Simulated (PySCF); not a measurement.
**Dipole response of Ar (argon, neutral)**

[Ar], closed-shell 1S. Computed with PySCF 2.14 in aug-cc-pV(T+d)Z with one added diffuse shell each of s, p, d, f type (7s6p5d3f, 71 functions), with no relativity, point nucleus. Coupled (time-dependent) response in atomic units; α is the mean over directions.

```tsv
method	mean α (bohr³)	C₆ (like pair)	S(−4)
UHF	10.76	62.15	25.33
PBE	11.91	69.91	35.69
PBE0	11.40	66.47	30.83
BHandHLYP	11.17	64.78	28.81
MN15	11.24	64.21	29.95
```

S(−4) is the Cauchy moment in α(ω) = α(0) + S(−4) ω² + …

Reference α: 11.083 ± 0.007 bohr³ (recommended; Schwerdtfeger and Nagle, table of static dipole polarizabilities (2023 update)). Published C₆: 64.20 (Chu and Dalgarno (2004); Tang, Norbeck and Certain (1976)).

α(iu) at PBE:

| u (hartree) | α(iu) (bohr³) |
| --- | --- |
| 0 | 11.91 |
| 0.0500 | 11.82 |
| 0.100 | 11.57 |
| 0.200 | 10.69 |
| 0.300 | 9.561 |
| 0.500 | 7.332 |
| 0.750 | 5.211 |
| 1.00 | 3.789 |
| 1.50 | 2.194 |
| 2.00 | 1.411 |
| 3.00 | 0.7232 |
| 5.00 | 0.3036 |

A single London oscillator, α(iu) = α/(1 + u²/ω²), gives C₆ = (3/4) ω α². Matching the computed C₆ needs ω = 4 × 69.91 / (3 × 11.91²) = 0.657 hartree.
